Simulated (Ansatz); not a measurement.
A trace of molecular dynamics of CH4O2Si (8 atoms, charge 0, multiplicity 1).

All numbers below come from Ansatz, RKS r2SCAN/STO-3G.

| Quantity | Value |
| --- | --- |
| ensemble | NVE (velocity Verlet) |
| starting velocities drawn for | 300 K |
| seed | 589313 |

```json
{"time (fs)": "0.0", "T (K)": "300", "potential energy less start (eV)": "0.000", "conserved less start (meV/atom)": "0.00"}
{"time (fs)": "6.0", "T (K)": "143", "potential energy less start (eV)": "0.124", "conserved less start (meV/atom)": "0.37"}
{"time (fs)": "12.0", "T (K)": "90", "potential energy less start (eV)": "0.166", "conserved less start (meV/atom)": "0.36"}
{"time (fs)": "18.0", "T (K)": "162", "potential energy less start (eV)": "0.108", "conserved less start (meV/atom)": "0.12"}
{"time (fs)": "24.0", "T (K)": "173", "potential energy less start (eV)": "0.101", "conserved less start (meV/atom)": "0.38"}
{"time (fs)": "30.0", "T (K)": "93", "potential energy less start (eV)": "0.163", "conserved less start (meV/atom)": "0.28"}
{"time (fs)": "36.0", "T (K)": "118", "potential energy less start (eV)": "0.143", "conserved less start (meV/atom)": "0.22"}
{"time (fs)": "42.0", "T (K)": "214", "potential energy less start (eV)": "0.070", "conserved less start (meV/atom)": "0.38"}
{"time (fs)": "48.0", "T (K)": "126", "potential energy less start (eV)": "0.137", "conserved less start (meV/atom)": "0.20"}
{"time (fs)": "54.0", "T (K)": "91", "potential energy less start (eV)": "0.165", "conserved less start (meV/atom)": "0.31"}
{"time (fs)": "60.0", "T (K)": "189", "potential energy less start (eV)": "0.089", "conserved less start (meV/atom)": "0.37"}
{"time (fs)": "66.0", "T (K)": "191", "potential energy less start (eV)": "0.085", "conserved less start (meV/atom)": "0.10"}
{"time (fs)": "72.0", "T (K)": "93", "potential energy less start (eV)": "0.163", "conserved less start (meV/atom)": "0.36"}
{"time (fs)": "78.0", "T (K)": "125", "potential energy less start (eV)": "0.138", "conserved less start (meV/atom)": "0.31"}
{"time (fs)": "84.0", "T (K)": "251", "potential energy less start (eV)": "0.039", "conserved less start (meV/atom)": "0.04"}
{"time (fs)": "90.0", "T (K)": "131", "potential energy less start (eV)": "0.134", "conserved less start (meV/atom)": "0.43"}
{"time (fs)": "96.0", "T (K)": "112", "potential energy less start (eV)": "0.147", "conserved less start (meV/atom)": "0.18"}
{"time (fs)": "102.0", "T (K)": "195", "potential energy less start (eV)": "0.083", "conserved less start (meV/atom)": "0.13"}
{"time (fs)": "108.0", "T (K)": "163", "potential energy less start (eV)": "0.110", "conserved less start (meV/atom)": "0.42"}
{"time (fs)": "114.0", "T (K)": "117", "potential energy less start (eV)": "0.143", "conserved less start (meV/atom)": "0.09"}
{"time (fs)": "120.0", "T (K)": "123", "potential energy less start (eV)": "0.140", "conserved less start (meV/atom)": "0.32"}
{"time (fs)": "126.0", "T (K)": "191", "potential energy less start (eV)": "0.087", "conserved less start (meV/atom)": "0.29"}
{"time (fs)": "132.0", "T (K)": "123", "potential energy less start (eV)": "0.138", "conserved less start (meV/atom)": "0.13"}
{"time (fs)": "138.0", "T (K)": "65", "potential energy less start (eV)": "0.186", "conserved less start (meV/atom)": "0.46"}
{"time (fs)": "144.0", "T (K)": "197", "potential energy less start (eV)": "0.082", "conserved less start (meV/atom)": "0.23"}
{"time (fs)": "150.0", "T (K)": "188", "potential energy less start (eV)": "0.088", "conserved less start (meV/atom)": "0.18"}
```

Task: Can this run be trusted? Judge the integration.

Result: The conserved energy stayed within 0.51 meV per atom of its start (net change 0.18 meV per atom), so the integration is sound. The temperature averaged 0.50 of the 300 K drawn at the start: a run that starts near a minimum puts about half its kinetic energy into the potential. A run of 0.15 ps of so small a system gives no equilibrium averages. Limits of this set-up: minimal basis. The time step was 1 fs.

Run time: 5.3 min on 1 thread of Arm Neoverse V1, on a shared host, peak memory 0.1 GiB.
